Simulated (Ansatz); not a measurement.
Consider the isomerisation: `C[Si]1(Cl)CO1` → `O/C=C/[SiH2]Cl`.

Calculated with Ansatz (gas phase, PBE0-D4/def2-TZVP geometries, no zero-point term in ΔE). CCSD(T)/CBS adds triple-zeta CCSD(T) − MP2 to the extrapolated MP2 energy (def2 sets, frozen cores). Functionals use def2-TZVPP. B3LYP here is the variant with VWN-RPA as its local correlation; programs differ in this. One conformer a species, not always the lowest.

```tsv
level	ΔE (kJ/mol)
B3LYP	54.4
CCSD/CBS(def2)	63.3
```

Question: What does CCSD(T)/CBS give? (Best estimate.)

Answer: Computed: +64.7 kJ/mol. The listed levels differ from it by -10.3, -1.4 kJ/mol.

Largest T1 diagnostic among the species: 0.012.

In def2-TZVPP, CCSD(T) changes the Hartree–Fock value by +28.1 kJ/mol (the triples alone add +1.4 kJ/mol) and MP2 by +37.3 kJ/mol.
